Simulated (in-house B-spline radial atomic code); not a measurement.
Ionising the osmium ion Os⁹⁺ with different functionals

Computed with a radial B-spline atomic code at the basis-set limit: four-component Dirac-Coulomb Hamiltonian, Fermi nucleus of rms radius 5.4126 fm, spin-restricted, spherical fractional occupations for the functionals, and exact exchange of hybrids averaged over the configuration. The ionisation energy is the difference of two self-consistent energies, [Kr] 4d10 4f14 5s2 5p5 → [Kr] 4d10 4f14 5s2 5p4, without Breit or QED terms; ε is the level of the shell that loses the electron (mean over j). The electron is taken from both j subshells in proportion to 2j + 1, so the result is a j average, not the step between ground levels.

```json
{"method": "BHandHLYP", "rung": "global hybrid", "ΔSCF (eV)": "193.08", "-ε(5p) (eV)": "188.29"}
{"method": "B3LYP", "rung": "global hybrid", "ΔSCF (eV)": "?", "-ε(5p) (eV)": "?"}
{"method": "B97-1", "rung": "global hybrid", "ΔSCF (eV)": "193.21", "-ε(5p) (eV)": "185.28"}
{"method": "HSE06", "rung": "range-separated hybrid", "ΔSCF (eV)": "?", "-ε(5p) (eV)": "?"}
```

Question: What does HSE06 give?

Answer: ΔSCF 193.10 eV, and -ε(5p) = 185.19 eV.

Question: What does B3LYP give?

Answer: ΔSCF 193.34 eV, and -ε(5p) = 185.27 eV.

Question: Among the functionals, which spreads more, the ΔSCF values or the orbital energies?

Answer: The orbital energies: ΔSCF values span about 0.26 eV and the orbital energies 3.10 eV; here energy differences depend much less on the functional than eigenvalues do.

Question: How do they compare with the NIST value?

Answer: NIST lists 190 eV ± 10 (tabulated theory, ground level to ground level). Errors run from +3.08 to +3.34 eV; all lie within about twice that uncertainty, so the table can't rank the methods.
